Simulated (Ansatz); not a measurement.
Ideal-gas functions of H5PSeSi, SMILES `P[SiH2][SeH]` at 298.15 K and 1 bar, from an Ansatz frequency run at PBE0-D4/def2-TZVP.

Molar mass 143.06 g/mol, point group Cs (symmetry number 1), electronic degeneracy 1, moments of inertia 52.117, 340.905, 382.823 u Å². Harmonic wavenumbers (cm⁻¹, unscaled): 113, 135, 154, 382, 417, 471, 574, 630, 674, 786, 821, 940, 1091, 2221, 2228, 2406, 2417, 2430.

Use S(trans) = R[1.5 ln M + 2.5 ln T − 1.1517]; rotational temperatures θ = 24.2544 K / I; S(rot) = R[ln(√π/σ · √(T³/θAθBθC)) + 1.5]; for each mode x = 1.438777 ν̃/T, S = R[x/(eˣ − 1) − ln(1 − e⁻ˣ)] and H = RT x/(eˣ − 1); 1 cm⁻¹ = 0.0119627 kJ/mol; R = 8.31446 J/(mol·K).

Problem. By hand: the entropy, in J/(mol·K).

Solution. Translation 170.8. Rotation: θ = 0.4654, 0.0711, 0.0634 K, giving 113.9. Vibration, mode by mode: 13.46, 12.02, 10.97, 4.31, 3.77, 3.07, 2.08, 1.68, 1.42, 0.92, 0.80, 0.50, 0.27, 0.00, 0.00, 0.00, 0.00, 0.00, in all 55.3. Electronic 0.0. Sum 340.0 J/(mol·K).

Problem. By hand: H − E and G − E in kJ/mol, counted from the electronic energy.

Solution. Zero-point energy ½ × 18890 × 0.0119627 = 113.0; thermal vibration 9.3; translation, rotation and pV give 4 RT = 9.9. H − E = 132.2 kJ/mol, and G − E = 132.2 − 298.15 × 340.0/1000 = 30.8 kJ/mol.

Vibration gives 16 % of the entropy, 25.5 J/(mol·K) of it from the modes under 150 cm⁻¹: soft modes count most, and the harmonic formula is weakest for them. The sum counts one conformer and one mirror image; others add a mixing term.
